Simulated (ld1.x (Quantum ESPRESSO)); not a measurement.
## Reading a pseudo-wave (Fe (Z = 26))

Columns: radius, all-electron u(r) and pseudo u(r) of the 4s shell (level -8.56 eV) of iron in the configuration [Ar] 3d6 4s1.5 4p0; PBE, non-relativistic, TM scheme, ld1.x (Quantum ESPRESSO) 7.5.

```json
{"r (bohr)": "0.163", "all-electron": "-0.1674", "pseudo": "-0.0242"}
{"r (bohr)": "0.325", "all-electron": "0.0042", "pseudo": "-0.0497"}
{"r (bohr)": "0.488", "all-electron": "0.2357", "pseudo": "-0.0785"}
{"r (bohr)": "0.650", "all-electron": "0.2822", "pseudo": "-0.1119"}
{"r (bohr)": "0.813", "all-electron": "0.1901", "pseudo": "-0.1524"}
{"r (bohr)": "0.975", "all-electron": "0.0387", "pseudo": "-0.2018"}
{"r (bohr)": "1.138", "all-electron": "-0.1234", "pseudo": "-0.2623"}
{"r (bohr)": "1.300", "all-electron": "-0.2693", "pseudo": "-0.3332"}
{"r (bohr)": "1.463", "all-electron": "-0.3914", "pseudo": "-0.4121"}
{"r (bohr)": "1.625", "all-electron": "-0.4860", "pseudo": "-0.4897"}
{"r (bohr)": "1.788", "all-electron": "-0.5561", "pseudo": "-0.5563"}
{"r (bohr)": "1.950", "all-electron": "-0.6038", "pseudo": "-0.6038"}
{"r (bohr)": "2.113", "all-electron": "-0.6331", "pseudo": "-0.6331"}
{"r (bohr)": "2.275", "all-electron": "-0.6469", "pseudo": "-0.6469"}
{"r (bohr)": "2.438", "all-electron": "-0.6483", "pseudo": "-0.6483"}
{"r (bohr)": "2.600", "all-electron": "-0.6396", "pseudo": "-0.6396"}
{"r (bohr)": "2.763", "all-electron": "-0.6231", "pseudo": "-0.6231"}
{"r (bohr)": "2.925", "all-electron": "-0.6008", "pseudo": "-0.6008"}
{"r (bohr)": "3.088", "all-electron": "-0.5741", "pseudo": "-0.5741"}
{"r (bohr)": "3.250", "all-electron": "-0.5446", "pseudo": "-0.5446"}
{"r (bohr)": "3.413", "all-electron": "-0.5133", "pseudo": "-0.5133"}
{"r (bohr)": "3.575", "all-electron": "-0.4812", "pseudo": "-0.4812"}
{"r (bohr)": "3.738", "all-electron": "-0.4489", "pseudo": "-0.4489"}
{"r (bohr)": "3.900", "all-electron": "-0.4173", "pseudo": "-0.4173"}
{"r (bohr)": "4.063", "all-electron": "-0.3863", "pseudo": "-0.3863"}
{"r (bohr)": "4.225", "all-electron": "-0.3566", "pseudo": "-0.3566"}
```

Question: How many radial nodes do the two functions have?

Answer: The all-electron 4s function has n − l − 1 = 3 (the table is too coarse to show those close to the nucleus); the pseudo-wave has 0, since the states of the same l below it are removed with the core.

Question: At about which radius was the pseudo-wave matched?

Answer: 1.95 bohr, where the columns begin to agree (steps of 0.16 bohr).

Question: Is the pseudo-wave norm-conserving?

Answer: Yes: the TM scheme keeps the norm inside the radius equal to the all-electron one, which fixes the energy derivative of the logarithmic derivative at the level.
